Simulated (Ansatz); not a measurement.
`O[B](Cl)[GaH2]` + SiH₄ → `OB([SiH3])Cl` + `[GaH3]` at 600 K and 1 bar (formal exchange of groups at a B–Ga bond).

Program: Ansatz. Geometries: PBE0-D4/def2-TZVP. ΔE: electronic, gas phase. CCSD(T)/CBS is the MP2 limit (def2-TZVPP, def2-QZVPP) plus CCSD(T) − MP2 in def2-TZVPP, frozen cores. This one scheme is used for every species. For Ga outer-core shells are correlated without core-valence functions, which leaves a few kJ/mol of doubt a bond. Scalar relativity is left out up to krypton. One conformer a species, not always the lowest.

| species | CCSD(T)/CBS energy (Eh) | H − E (kJ/mol) | S (J/(mol·K)) |
| --- | --- | --- | --- |
| `O[B](Cl)[GaH2]` | -2485.55917 | 138.6 | 411.5 |
| SiH₄ | -291.46306 | 108.7 | 242.3 |
| `OB([SiH3])Cl` | -851.31256 | 170.3 | 406.5 |
| `[GaH3]` | -1925.70545 | 74.9 | 253.2 |

H − E and S are ideal-gas, rigid-rotor, harmonic terms from PBE0-D4/def2-TZVP, for one conformer and one mirror image of each species. 1 Eh = 2625.50 kJ/mol, R = 8.31446 J/(mol·K).

Task: By hand: ΔE, ΔH, ΔS and ΔG.

Result: ΔE = (-851.31256) + (-1925.70545) − (-2485.55917) − (-291.46306) = 0.00422 Eh = 11.1 kJ/mol. Δ(H − E) = 170.3 + 74.9 − 138.6 − 108.7 = -2.1, so ΔH = 9.0 kJ/mol. ΔS = 406.5 + 253.2 − 411.5 − 242.3 = 5.9 J/(mol·K). ΔG = 9.0 − 600 × (5.9)/1000 = 5.5 kJ/mol.

Task: By hand: the equilibrium constant, and the temperature at which ΔG would vanish if ΔH and ΔS stayed fixed.

Result: log₁₀ K = −ΔG/(RT ln 10) = -0.5. ΔG = 0 at ΔH/ΔS = 1525 K, though so small a ΔH makes that figure unsure.

TΔS isn't small against ΔH here. The sign of ΔG lies within the doubt. A doubt of 5 kJ/mol in ΔE shifts log₁₀ K by 0.4 here. Other conformers and mirror images would add mixing entropy, several J/(mol·K) or more a flexible species. Modes under 60 cm⁻¹, often nearly free rotors, make the harmonic entropy too high. These are equilibria of isolated gas molecules and say nothing of rates. Largest T1 diagnostic: 0.014 (customary marks: 0.02 for closed shells, 0.045 for open ones).
